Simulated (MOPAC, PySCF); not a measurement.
H3AlO3, SMILES `[OH][Al]([OH])[OH]`, neutral singlet in the gas phase. 

Z-matrix (Å, degrees):
```
Al
O 1 1.6910
H 2 0.9582 1 122.43
O 1 1.6910 2 120.00 3 180.00
H 4 0.9582 1 122.43 2 0.00
O 1 1.6910 2 120.00 3 0.00
H 6 0.9582 1 122.43 2 180.00
```
Charge 0, spin multiplicity 1.

All levels are single points at this geometry (r2SCAN-D4/def2-TZVP); Pople sets use spherical d functions. Orbital energies aren't observables, and empty levels follow the basis.

B3LYP/6-311+G** in PySCF gives HOMO (eV) = -8.89.

**Question.** Estimate the HOMO (eV) from each of these levels: PBE-D3(BJ)/def2-TZVP in PySCF; r2SCAN-D4/def2-TZVP in PySCF; B3LYP/3-21G in PySCF; B3LYP/6-31G* in PySCF; B3LYP/LANL2DZ in PySCF; BP86/6-31G* in PySCF; M06-2X/6-31G* in PySCF; PBE/6-31G* in PySCF; SVWN5/6-31G* in PySCF; HF/STO-3G in PySCF; AM1 in MOPAC; PM3 in MOPAC.

**Answer.** 
```csv
level,HOMO (eV)
PBE-D3(BJ)/def2-TZVP in PySCF,-7.29
r2SCAN-D4/def2-TZVP in PySCF,-7.68
B3LYP/3-21G in PySCF,-7.50
B3LYP/6-31G* in PySCF,-8.25
B3LYP/LANL2DZ in PySCF,-8.57
BP86/6-31G* in PySCF,-6.89
M06-2X/6-31G* in PySCF,-10.37
PBE/6-31G* in PySCF,-6.78
SVWN5/6-31G* in PySCF,-6.93
HF/STO-3G in PySCF,-8.73
AM1 in MOPAC,-11.90
PM3 in MOPAC,-11.27
```
